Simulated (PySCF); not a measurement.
## Radial density of Fe³⁺ (iron, charge +3)

UHF, [Ar] 3d5, high-spin 6S determinant. Computed with PySCF 2.14 in pcseg-2 (6s4p3d2f1g, 56 functions), with the non-relativistic Hamiltonian (point nucleus).

```tsv
r (bohr)	4πr²ρ (e/bohr)	4πr²(ρα − ρβ)
0.00115	0.1855	0.0000
0.00193	0.5042	0.0000
0.00324	1.332	0.0000
0.00546	3.359	0.0001
0.00918	7.831	0.0002
0.0154	16.02	0.0004
0.0260	26.41	0.0010
0.0437	31.09	0.0033
0.0735	25.59	0.0160
0.124	27.88	0.0946
0.208	34.13	0.5638
0.350	16.65	2.3673
0.588	15.55	4.9302
0.989	11.43	3.9434
1.66	1.803	1.0305
2.80	0.06224	0.0558
4.71	4.151e-05	0.0000
```
